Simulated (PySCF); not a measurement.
A run for PySCF: R-HF/STO-3G on C2H6 (SMILES CC).

```python
from pyscf import gto, scf, dft, mp
from pyscf.data.elements import chemcore

mol = gto.M(
    atom='''
    C    -0.12198993   -0.75923077    3.70113139
    C     0.14892866    0.73919603    3.80483642
    H    -0.49769444   -1.16579727    4.64185157
    H     0.78809332   -1.31189749    3.45380265
    H    -0.87234139   -0.97844676    2.93713260
    H    -0.76227598    1.28881342    4.04821865
    H     0.54015762    1.13552300    2.86670890
    H     0.88121998    0.95277519    4.58543691
    ''',
    basis='sto-3g',
    charge=0, spin=0, verbose=3, max_memory=1800)
mf = scf.RHF(mol)
mf.conv_tol = 1e-8
mf.max_cycle = 100
mf.kernel()
if not mf.converged:
    mf = mf.newton().run(mf.mo_coeff, mf.mo_occ)
```

It printed:

```
converged SCF energy = -78.3057874760532
```

The calculation finished and met its thresholds.

Cost: about 0.05 core-seconds (a rough figure).
